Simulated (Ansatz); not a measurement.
CH3Si, doublet (typed; the unrestricted solution is spin-contaminated), at a GFN2-xTB geometry, atoms displaced at random by about 0.03 Å a coordinate; Ansatz (a quantum-chemistry and plane-wave program) with HF/STO-3G, gradient.

Input for Ansatz:
Ansatz 0.2 input:
```yaml
crystal:
  periodic: [false, false, false]
  atoms:
    - {symbol: C, position_ang: [-1.10524905, 0.38376515, 0.25796979]}
    - {symbol: Si, position_ang: [0.55992427, -0.23468228, -0.11931300]}
    - {symbol: H, position_ang: [-1.97658482, -0.29977912, 0.26591455]}
    - {symbol: H, position_ang: [-1.30882846, 1.40456840, -0.06139201]}
    - {symbol: H, position_ang: [1.69737561, 0.56860018, 0.25123233]}
basis:
  gaussian:
    orbitals: STO-3G
hamiltonian:
  xc: hf
magnetization: {spin_polarized: true, initial_magnetization: 1}
output: {forces: true}
```

The log (banner, timings and long lists left out):

```
Functional definition: HF
199 factors; integrals over basis functions are off by at most 2.0e-5 eV
mean field evaluation 1: about -8831.4332 eV, gradient 8.9e0 eV
mean field evaluation 2: about -8831.4622 eV, gradient 8.9e0 eV
mean field evaluation 4: about -8832.5189 eV, gradient 2.7e0 eV
mean field evaluation 8: about -8833.2240 eV, gradient 5.6e-1 eV
mean field evaluation 16: about -8833.1227 eV, gradient 4.2e-1 eV
mean field evaluation 32: about -8832.1753 eV, gradient 5.6e0 eV
mean field -8833.23253428 eV, -324.6153082546 hartree, gradient 6.7e-5 eV, S^2 1.206379; 1 other end points of the search recorded, 0 dependent functions left out
the calculation of the forces begins
reference -8833.23253428 eV, -324.6153082546 hartree; 12, 11 occupied and 5, 6 virtual orbitals, 199 factors
Total energy: -8833.23253428 eV, -324.6153082546 hartree
Atom 0 at    -1.105249     0.383765     0.257970 Å, force     0.478869     0.493232     0.162820 eV/Å
Atom 1 at     0.559924    -0.234682    -0.119313 Å, force     0.006294    -2.194830    -0.914170 eV/Å
Atom 2 at    -1.976585    -0.299779     0.265915 Å, force     0.838169     0.832836    -0.043872 eV/Å
Atom 3 at    -1.308828     1.404568    -0.061392 Å, force    -0.630476    -0.198646     0.177756 eV/Å
Atom 4 at     1.697376     0.568600     0.251232 Å, force    -0.692855     1.067407     0.617466 eV/Å
Dipole moment:     0.024818     0.004359    -0.011542 e Å
```
